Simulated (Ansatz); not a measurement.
Mulliken charges of FH₃SSn (`[F][SnH2][SH]`) from ωB97M-V/def2-TZVPP in Ansatz (PBE0-D4/def2-TZVP geometry).

| atom | x (Å) | y (Å) | z (Å) | charge (e) |
| --- | --- | --- | --- | --- |
| F1 | -1.940 | 0.027 | 0.560 | -0.490 |
| Sn2 | -0.320 | -0.028 | -0.476 | 0.844 |
| S3 | 1.406 | -0.837 | 0.949 | -0.338 |
| H4 | -0.610 | -1.170 | -1.697 | -0.070 |
| H5 | -0.072 | 1.590 | -0.927 | -0.073 |
| H6 | 1.578 | 0.354 | 1.546 | 0.128 |

Task: By hand: the dipole of these point charges (1 e Å = 4.8032 D).

Result: Σ q r = (0.455, 0.257, -0.613) e Å, of length 0.806 e Å = 3.87 D.

Task: How does the dipole of the full density compare? (Best estimate.)

Result: The calculation gave: (0.342, 0.186, -0.363) e Å, 2.56 D; the point charges give 1.51 times that, at 7° from its direction.

Point charges leave out the atoms' own dipoles, such as those of lone pairs, and Mulliken's split depends on the basis, so the two needn't agree.
